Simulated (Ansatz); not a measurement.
Cost and result for the atomization energy of CH₆B₂FN (11 atoms, 11 bonds).

Cartesian coordinates in Å:
```
B 0.082 -1.310 -0.607
B 0.986 -0.272 0.319
C -0.088 0.655 0.786
N -0.875 1.469 0.083
F 2.142 -0.569 0.949
H -0.923 -0.996 -1.167
H 0.521 -2.423 -0.681
H 1.035 -0.400 -1.020
H -0.354 0.596 1.841
H -0.725 1.558 -0.909
H -1.802 1.692 0.406
```

The species carries charge 0 and has multiplicity 1. The bonds changed during the relaxation, so this is another structure than the one it started from. The structure was optimised at the PBE0-D4/def2-TZVP level. It is one conformer, not always the lowest. Program: Ansatz. All runs use 4 threads of a server CPU on a shared host. Times are those of one run each, without the atoms' runs, and a repeat can differ threefold. Electronic energies, without spin–orbit coupling; frozen cores. CCSD(T)/CBS adds CCSD(T) − MP2 in def2-TZVPP to the MP2 limit, and its time is that of the two runs behind it. T1 = 0.016. B3LYP takes the VWN-RPA correlation (the form of Gaussian; ORCA's B3LYP/G).

CCSD(T)/CBS is a level of theory with its own doubt, some kJ/mol a heavy atom from the limit and from the frozen cores, so smaller differences don't rank the functionals.

```tsv
level	functions	wall time
revPBE-D4/def2-TZVPP	239	1.4 s
BHLYP-D4/def2-TZVPP	239	1.8 s
PBE-D4/def2-TZVPP (with forces)	239	1.9 s
r2SCANh-D4/def2-TZVPP	239	2.4 s
r2SCAN-D4/def2-TZVPP (with forces)	239	2.5 s
B3LYP-D4/def2-TZVPP (with forces)	239	2.7 s
CCSD(T)/def2-SVP	100	3.2 s
B2PLYP/def2-TZVPP	239	4.1 s
PBE-QIDH/def2-TZVPP	239	4.7 s
ωB97M-V/def2-TZVPP (with forces)	239	5 s
MP2/def2-QZVPP	465	17 s
CCSD(T)/def2-TZVPP	239	35 s
CCSD(T)/CBS(def2)	–	52 s
```

Problem. What atomization energy does each give, and how far from CCSD(T)/CBS? (An estimate is asked.)

Solution. Computed: 
| level | atomization (kcal/mol) | difference from CCSD(T)/CBS | per bond |
| --- | --- | --- | --- |
| revPBE-D4/def2-TZVPP | 978.8 | 12.2 | 1.1 |
| BHLYP-D4/def2-TZVPP | 946.4 | -20.2 | -1.8 |
| PBE-D4/def2-TZVPP (with forces) | 1005.7 | 39.1 | 3.6 |
| r2SCANh-D4/def2-TZVPP | 975.9 | 9.3 | 0.8 |
| r2SCAN-D4/def2-TZVPP (with forces) | 983.5 | 16.9 | 1.5 |
| B3LYP-D4/def2-TZVPP (with forces) | 980.3 | 13.7 | 1.2 |
| CCSD(T)/def2-SVP | 922.8 | -43.8 | -4.0 |
| B2PLYP/def2-TZVPP | 966.8 | 0.2 | 0.0 |
| PBE-QIDH/def2-TZVPP | 967.9 | 1.3 | 0.1 |
| ωB97M-V/def2-TZVPP (with forces) | 977.6 | 11.0 | 1.0 |
| MP2/def2-QZVPP | 975.3 | 8.7 | 0.8 |
| CCSD(T)/def2-TZVPP | 943.0 | -23.6 | -2.1 |
| CCSD(T)/CBS(def2) | 966.6 | 0.0 | 0.0 |

At CCSD(T), def2-SVP lies −43.8 kcal/mol from the extrapolated value and def2-TZVPP −23.6 kcal/mol: correlation converges slowly with the basis, and small sets miss more of it in the bonded molecule than in its fragments. The D4 term adds +6.9 kcal/mol with B3LYP and +3.6 kcal/mol with PBE0; it sums over pairs of atoms, weighted by their polarisabilities, and B3LYP, whose exchange is more repulsive, gets the larger term. From PBE to PBE0 (25 % exact exchange), in def2-TZVPP and without D4, the atomization energy moves by −22.6 kcal/mol: exact exchange takes away binding that semilocal exchange gives to molecules.
